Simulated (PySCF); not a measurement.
# How methods differ on the ionisation energy of Tl⁶⁷⁺

Tl⁶⁷⁺ [Ne] 3s2 3p2 (3P) → Tl⁶⁸⁺ [Ne] 3s2 3p1 (2P), as a difference of total energies. Calculation: PySCF 2.14, in an even-tempered Gaussian basis (17 s from 20 bohr⁻², ratio 2.5; 12 p from 26 bohr⁻², ratio 2.5; 4 d from 100 bohr⁻², ratio 2.7; 4 f from 150 bohr⁻², ratio 2.7); scalar relativity by spin-free X2C-1e. Correlated levels: outer shells: 1s2 frozen; virtual orbitals above 40 to 60 times the deepest correlated orbital energy dropped. The calculations carry no spin-orbit coupling.

```csv
method,ionisation energy (eV)
UHF,7893.9
MP2 (outer shells),7894.6
SCS-MP2 (outer shells),7894.4
CCSD (outer shells),7894.6
CCSD(T) (outer shells),7894.6
```

Spin-orbit coupling is strong in these open shells (close to jj coupling). The scalar numbers leave it out and a first-order estimate fails, so it can dominate the gap to the real levels.

Breit and QED terms and the two-electron picture change are absent.

For comparison: 8260 ± 40 eV (theoretical estimate listed by NIST; NIST Atomic Spectra Database, ionization energies).
